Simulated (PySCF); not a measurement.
# Structure from NMR data

The spectra below were simulated for a compound C$_{4}$H$_{13}$NSi$_{2}$.

1H NMR (400 MHz, computed): δ 4.71 (s, 6H), 1.30 (s, 3H), 0.69 (m, 2H), 0.55 (m, 2H).

13C{1H} NMR (computed): δ 41.6 (C), 27.2 (CH3), 21.7 (CH2, 2C).

- GIAO PBE0/pcSseg-1 shieldings
- coordinates at the GFN2-xTB level
- run in PySCF 2.14.0 with density-fitted response routines
- no relativistic terms, no solvent, single conformer, fast rotation and ring inversion assumed for equivalent nuclei

δ = σ(ref) − σ, references computed at the same level: TMS for 1H and 13C.

Q: Deduce the structure.

A: 
1. Rings plus π bonds: 1 (1 ring in the answer).
2. 3 carbon signals for 4 carbons: some carbons are equivalent by symmetry or fast rotation.
3. Carbon types of the structure: 1 × C, 2 × CH2, 1 × CH3, leaving 6 H on heteroatoms.
4. δC 41.6, 21.7: three-membered-ring carbon.
5. δC 27.2: methyl carbon; aliphatic region, no heteroatom directly attached.
6. δH 4.71: hydrogen on a silicon bonded to N.
7. δH 1.30: hydrogen on a methyl carbon.
8. δH 0.69, 0.55: hydrogen on a three-membered-ring carbon; cyclopropane-type protons are shielded by the ring.

These data were computed for SMILES CC1(N([SiH3])[SiH3])CC1.

The data come from this structure; uniqueness wasn't tested.

Shifts are as computed. Against solution values, carbons near 30 ppm lie about +3 ppm off and those near 130 ppm about +5 ppm. Of 1211 compounds with measured shifts, 218 miss one by over three times the rms of a fit or turn the order of signals round; such compounds aren't used in these exercises. Multiplicities follow the n + 1 count of equivalent neighbours, as no J values were calculated; m marks all less simple cases, F and P coupling included.
